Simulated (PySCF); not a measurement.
## SiMe4: 4 charge schemes on one density

Species: SiMe4, C4H12Si.
Structure used (PBE0-D3(BJ)/def2-SVP), in Å, numbered top down from 1:
```xyz
17
C4H12Si angstrom
Si    -0.0027   -0.0010    0.0040
C     -0.0017   -0.0269    1.8881
H      0.4915   -0.9334    2.2734
H     -1.0282   -0.0082    2.2878
H      0.5321    0.8461    2.2965
C      1.7742    0.0165   -0.6225
H      1.8069    0.0321   -1.7237
H      2.3257   -0.8745   -0.2823
H      2.3142    0.9053   -0.2587
C     -0.8962    1.5432   -0.6035
H     -0.9002    1.5932   -1.7040
H     -0.4098    2.4574   -0.2272
H     -1.9439    1.5562   -0.2628
C     -0.8830   -1.5342   -0.6481
H     -1.9280   -1.5707   -0.3008
H     -0.3839   -2.4550   -0.3063
H     -0.8957   -1.5469   -1.7497
```

Density: PBE0/pcSseg-1 (PySCF); schemes: Mulliken, IAO, Hirshfeld and ESP-fitted. Geometry: PBE0-D3(BJ)/def2-SVP; no solvent, vibrations or thermal averaging.

Q: Do the Mulliken, IAO, Hirshfeld and ESP-fitted schemes agree on where the charge is highest?

A: All schemes agree: Mulliken Si1 (+0.860); IAO Si1 (+1.113); Hirshfeld Si1 (+0.411); ESP-fitted Si1 (+1.155).

Q: For which atoms does the sign change between the 4 schemes (beyond +0.03 e in one, beyond −0.03 e in another)?

A: For none.

Q: Which atoms carry the lowest charge in the Mulliken, IAO, Hirshfeld and ESP-fitted schemes?

A: All schemes pick atoms of one kind: Mulliken C2, C10 and C14 (-0.621); IAO C2, C6, C10 and C14 (-0.719); Hirshfeld C2 and C6 (-0.218); ESP-fitted C10 (-0.784).

Q: Give the atomic charges in each scheme.

A: In e:

```tsv
atom	environment	Mulliken	IAO	Hirshfeld	ESP-fitted
Si1	silicon bonded to 4 C	+0.860	+1.113	+0.411	+1.155
C2	carbon bonded to Si and 3 H	-0.621	-0.719	-0.218	-0.750
H3	hydrogen on C2	+0.135	+0.147	+0.038	+0.155
H4	hydrogen on C2	+0.135	+0.147	+0.038	+0.155
H5	hydrogen on C2	+0.135	+0.147	+0.038	+0.155
C6	carbon bonded to Si and 3 H	-0.620	-0.719	-0.218	-0.760
H7	hydrogen on C6	+0.135	+0.147	+0.038	+0.158
H8	hydrogen on C6	+0.135	+0.147	+0.038	+0.157
H9	hydrogen on C6	+0.135	+0.147	+0.038	+0.158
C10	carbon bonded to Si and 3 H	-0.621	-0.719	-0.217	-0.784
H11	hydrogen on C10	+0.135	+0.147	+0.038	+0.165
H12	hydrogen on C10	+0.135	+0.147	+0.038	+0.164
H13	hydrogen on C10	+0.135	+0.147	+0.038	+0.164
C14	carbon bonded to Si and 3 H	-0.621	-0.719	-0.217	-0.770
H15	hydrogen on C14	+0.135	+0.147	+0.038	+0.161
H16	hydrogen on C14	+0.135	+0.147	+0.038	+0.160
H17	hydrogen on C14	+0.135	+0.147	+0.038	+0.161
```

Mean size of the charges over all atoms: ESP-fitted 0.361 e, IAO 0.338 e, Mulliken 0.292 e, Hirshfeld 0.102 e. Each set sums to the total charge, 0, to within 0.001 e. The Hirshfeld scheme weights the molecular density at each point by an atom's share of the summed free-atom densities.

Q: How many electrons does the IAO scheme count on C2?

A: Z − q = 6 − (-0.719) = 6.719.

Q: Sum the charges by element, for elements with more than one atom.

A: 
| element | atoms | Mulliken | IAO | Hirshfeld | ESP-fitted |
| --- | --- | --- | --- | --- | --- |
| C | 4 | -2.482 | -2.877 | -0.870 | -3.065 |
| H | 12 | +1.622 | +1.763 | +0.460 | +1.910 |

The run behind these numbers computed NMR shieldings as well. On an Arm Neoverse V1 with one thread, shared host with 32 logical CPUs at a one-minute load of 18, this took 27 s (grids of density and orbitals included) and 0.87 GiB of memory at its peak.
